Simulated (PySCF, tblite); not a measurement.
Isomers of C8H10N2Si, one GFN2-xTB conformer each. Single-point energies are computed at PBE0/pcSseg-1 (PySCF, gas phase, no added dispersion term), electronic only.

```json
{"SMILES": "C#Cc1c(CC)cnnc1[SiH3]", "GFN2-xTB relative energy (kcal/mol)": "61.5"}
{"SMILES": "Cn1ncc2cc([SiH3])ccc21", "GFN2-xTB relative energy (kcal/mol)": "0.0"}
```

Conformers: `[CH:1]#[C:2][c:3]1[c:4]([CH2:5][CH3:6])[cH:7][n:8][n:9][c:10]1[SiH3:11]` with C3–C4–C5–C6 -85°.

Q: What does PBE0/pcSseg-1 give for the same structures?

A: 
```
                SMILES  PBE0/pcSseg-1 E (Eh)  PBE0/pcSseg-1 (kcal/mol)  GFN2-xTB (kcal/mol)  point group
Cn1ncc2cc([SiH3])ccc21            -709.17339                       0.0                  0.0            –
 C#Cc1c(CC)cnnc1[SiH3]            -709.06688                      66.8                 61.5           C1
```

Both levels put the same isomer lowest. As drawn, the higher has a C≡C bond, which the lower lacks.

Q: Which frontier levels, dipoles and rotational constants go with these structures?

A: 
| SMILES | HOMO (eV, PBE0/pcSseg-1) | LUMO (eV) | dipole (D) | A, B, C (MHz) |
| --- | --- | --- | --- | --- |
| Cn1ncc2cc([SiH3])ccc21 | -6.46 | -0.97 | 1.82 | 2709, 564.6, 471.1 |
| C#Cc1c(CC)cnnc1[SiH3] | -6.63 | -1.98 | 4.62 | 1351, 835.0, 548.0 |

Q: What happens when harmonic zero-point energies from GFN2-xTB frequencies are added?

A: 
| SMILES | ZPE (kcal/mol) | electronic (kcal/mol) | with ZPE (kcal/mol) |
| --- | --- | --- | --- |
| Cn1ncc2cc([SiH3])ccc21 | 97.4 | 0.0 | 0.0 |
| C#Cc1c(CC)cnnc1[SiH3] | 95.1 | 66.8 | 64.5 |

The zero-point energies span 2.3 kcal/mol. The order is unchanged.
